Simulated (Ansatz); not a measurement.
Computed with Ansatz on PBE0-D4/def2-TZVP structures; ΔE is electronic, products minus reactants. CBS: MP2 limit from def2 TZ/QZ plus the TZ coupled-cluster correction, frozen cores. Functionals use def2-TZVPP. B3LYP here is the variant with VWN-RPA as its local correlation; programs differ in this. Each species was taken in one conformer, which may not be the lowest.

`O=C(O)O[SiH2][SiH3]` + `CNCN` → `CNC(N)[SiH3]` + `O=C(O)O[SiH3]`  (formal exchange of groups at the Si–Si bond)

```tsv
level	ΔE (kcal/mol)	difference from CCSD(T)/CBS
PBE-D4	7.6	2.2
r2SCAN-D4	6.5	1.1
PBE0-D4	7.5	2.1
B3LYP-D4	5.8	0.4
ωB97X-V	6.1	0.7
ωB97M-V	4.7	-0.7
B2PLYP	5.3	-0.1
PBE	7.8	2.4
r2SCAN	6.6	1.2
PBE0	7.7	2.3
B3LYP	6.1	0.7
HF/def2-TZVPP	5.7	0.3
MP2/def2-TZVPP	3.9	-1.5
SCS-MP2/def2-TZVPP	3.9	-1.5
CCSD/def2-TZVPP	5.5	0.1
CCSD(T)/def2-TZVPP	5.4	0.0
HF/def2-QZVPP	5.6	0.2
MP2/def2-QZVPP	3.8	-1.6
SCS-MP2/def2-QZVPP	3.9	-1.5
HF/CBS(def2)	5.5	0.1
MP2/CBS(def2)	3.9	-1.5
CCSD/CBS(def2)	5.6	0.2
CCSD(T)/CBS	5.4	0
```

Largest T1 diagnostic among the species: 0.015.
